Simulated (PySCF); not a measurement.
Ge(H)2(F)(OMe) (CH5FGeO), SMILES C[O][GeH2][F].

Geometry optimised at PBE0-D3(BJ)/def2-SVP. One conformer was computed; it need not be the lowest.

Level of theory: PBE/def2-TZVP in PySCF.

Isolated molecule, no solvent.

Computed frontier levels, gap, dipole moment and polarisability:
| Item | Result |
|---|---|
| highest occupied level | -6.75 eV |
| lowest empty level | -0.49 eV |
| orbital gap | 6.26 eV |
| dipole moment | 0.354 e·Å |
| quadrupole, principal values (traceless, Buckingham form, about the centre of nuclear charge) | -6.25, -0.43, 6.68 D·Å |
| mean static polarisability | 46.1 bohr³ (6.83 Å³) |
| polarisability, principal values | 40.8, 43.5, 54.0 bohr³ |
